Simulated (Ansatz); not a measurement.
Ligand exchange: C4H9N + C2H10OSi2 → C4H8O + C2H11NSi2

Species: C4H9N `NC1CCC1`, singlet; C2H10OSi2 `CC[SiH](O)[SiH3]`, singlet; C4H8O `OC1CCC1`, singlet; C2H11NSi2 `CC[SiH](N)[SiH3]`, singlet. The partners trade NH2 for OH: C–NH2 and Si–OH bonds give way to C–OH and Si–NH2.

Shapes, held fixed at every level: PBE0-D4/def2-TZVP. Flexible molecules stand in one conformer, not always the lowest. Programs: Ansatz 0.2.0. Electronic energies: no zero-point or thermal term.

```tsv
level	kind	ΔE (kJ/mol)	less CCSD(T)/CBS estimate
r2SCAN-D4/def2-TZVPP	meta-GGA	+44.6	-3.3
B3LYP-D4/def2-TZVPP	global hybrid	+45.5	-2.4
PBE0-D4/def2-TZVPP	global hybrid	+43.8	-4.1
wB97M-V/def2-TZVPP	range-separated hybrid	+45.6	-2.3
CCSD(T)/def2-TZVPP	coupled cluster or CI	+47.7	-0.2
CCSD/def2-TZVPP	coupled cluster or CI	+48.4	+0.5
CCSD(T)/CBS estimate	coupled cluster or CI	+47.9	0.0
```

The highest level, CCSD(T)/CBS estimate, gives ΔE = +47.9 kJ/mol; the levels span +43.8 to +48.4. The column of differences is taken from that level and isn't an error. No measured value is set beside it here. The CBS estimate extrapolates MP2 from def2-TZVPP and def2-QZVPP and adds CCSD(T) − MP2 in the triple-zeta set, cores frozen.
